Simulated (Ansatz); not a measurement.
B(OMe2)H3 (C2H9BO). Total charge 0; singlet. Geometry PBE-D4/def2-SVP; atoms count from 1.

Cartesian coordinates in Å:
```
B 0.291 -1.499 -0.223
O 0.384 0.109 0.143
C -0.456 0.498 1.244
C 0.250 0.967 -1.001
H -0.215 -0.185 2.077
H -1.526 0.389 0.968
H -0.227 1.547 1.518
H -0.776 0.891 -1.422
H 0.471 2.010 -0.698
H 0.983 0.613 -1.745
H 1.152 -1.641 -1.085
H -0.866 -1.653 -0.623
H 0.537 -2.046 0.847
```

(1) Estimate the Mulliken populations from the PBE0/def2-TZVP orbitals of Ansatz.

(2) And the Mayer bond orders between heavy atoms (over 0.3)?

## Answers

(1) 
```
atom  charge (e)
  B1       -0.29
  O2       -0.04
  C3       -0.23
  C4       -0.23
  H5        0.17
  H6        0.14
  H7        0.13
  H8        0.14
  H9        0.13
 H10        0.17
 H11       -0.04
 H12       -0.03
 H13       -0.04
```
Mulliken values depend strongly on the basis.

(2) B1–O2 0.58 (1.65 Å); O2–C3 0.91 (1.44 Å); O2–C4 0.91 (1.44 Å).
